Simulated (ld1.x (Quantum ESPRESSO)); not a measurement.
# I: one change to a TM potential, before and after

* Element: I (Z = 53)
* Generator: ld1.x (Quantum ESPRESSO) 7.5
* Type: norm-conserving Troullier–Martins (Kleinman–Bylander form)
* Functional: PBE
* Relativity: scalar-relativistic
* Frozen core: [Kr]
* Valence charge: 17
* Reference configuration: 4d10 5s2 5p5
* Partial waves: 5s (bound): rc 1.55 bohr; 5p (bound): rc 1.50 bohr; 4d (bound): rc 1.35 bohr
* Local potential: the d channel
* Core correction: Bessel-smoothed model core, default radius (core density twice the valence density)

Change: wave 5p (bound): rc 1.50 bohr becomes 5p (bound): rc 2.02 bohr.

Cutoffs: the cutoffs (Ry, on a coarse ladder) from which the occupation-weighted sum of valence levels, in a spherical-Bessel basis at the reference potential, stays within 10 and 1 mRy of its value at 400 Ry; they do not see the model core or the augmentation charge, which bear on the density cutoff. Errors are all-electron minus pseudo energies relative to the spin-unpolarised reference configuration.

How do hardness, ghosts and transferability respond?

The potential gets neither clearly harder nor softer (110 Ry and 200 Ry → 110 Ry and 180 Ry); both files keep a bound ghost (p, s); of the 7 tests that both files solve, the error grows in 1 and shrinks in 4 by more than 15 % and 0.3 meV (median size 15.1 → 5.0 meV).

| quantity | base | changed |
| --- | --- | --- |
| cutoff, loose | 110 Ry | 110 Ry |
| cutoff, tight | 200 Ry | 180 Ry |
| loose cutoff by channel (10 mRy a level) | s 30 Ry, p 50 Ry, d 90 Ry | s 30 Ry, p 6 Ry, d 90 Ry |
| bound ghosts | s, p | s, p |
| error for 4d10 5s2 5p4, meV [ΔE 11.13 eV] | -4.8 | -1.8 |
| error for 4d10 5s2 5p3, meV [ΔE 30.98 eV] | -15 | -1.1 |
| error for 4d10 5s2 5p2, meV [ΔE 60.31 eV] | -25 | +5.2 |
| error for 4d9 5s2 5p6, meV [ΔE 45.86 eV] | -445 | -446 |
| error for 4d10 5s1 5p5, meV [ΔE 22.11 eV] | -12 | -3.9 |
| error for 4d10 5s1 5p6, meV [ΔE 10.41 eV] | -3.8 | -5.0 |
| error for 4d10 5s2 5p1, meV [ΔE 99.73 eV] | -20 | +20 |

 A true bound ghost makes a file unfit for plane-wave use even where its test errors are small: the radial tests pick states by their node count and pass the ghost by.
